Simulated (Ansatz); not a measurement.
CH5NSeSi (`C1N[SiH2][Se]1`). Total charge 0; spin multiplicity 1. The geometry is a stationary point of PBE0-D4/def2-TZVP.

```xyz
9

C    -0.855   -0.246   -0.865
N    -0.434   -0.442    0.505
Si    1.058    0.388    0.640
Se    0.713    0.761   -1.577
H    -1.750    0.372   -0.974
H    -0.968   -1.173   -1.432
H    -1.088   -0.812    1.172
H     1.081    1.587    1.525
H     2.243   -0.435    1.007
```

(1) What is the dipole moment at ωB97M-V/def2-TZVPP? (Best estimate.)

(2) And with PBE, r2SCAN, B3LYP? (An estimate is asked.)

(3) Give the Mulliken charges with ωB97M-V, B3LYP, PBE in def2-TZVPP. (An estimate is asked.)

Results:

(1) Ansatz gave: 2.17 D, with components (-1.46, -0.84, 1.37) D in this frame, pointing from negative to positive charge.

(2) Ansatz gave: PBE 2.13 D, r2SCAN 2.25 D, B3LYP 2.14 D.

(3) The calculation gave: 
| atom | ωB97M-V | B3LYP | PBE |
| --- | --- | --- | --- |
| C1 | -0.14 | -0.09 | -0.09 |
| N2 | -0.32 | -0.35 | -0.30 |
| Si3 | 0.33 | 0.41 | 0.32 |
| Se4 | -0.16 | -0.17 | -0.16 |
| H5 | 0.15 | 0.13 | 0.12 |
| H6 | 0.14 | 0.13 | 0.12 |
| H7 | 0.09 | 0.12 | 0.13 |
| H8 | -0.04 | -0.08 | -0.07 |
| H9 | -0.04 | -0.08 | -0.07 |

B3LYP here is the variant with VWN-RPA as its local correlation; programs differ in this.
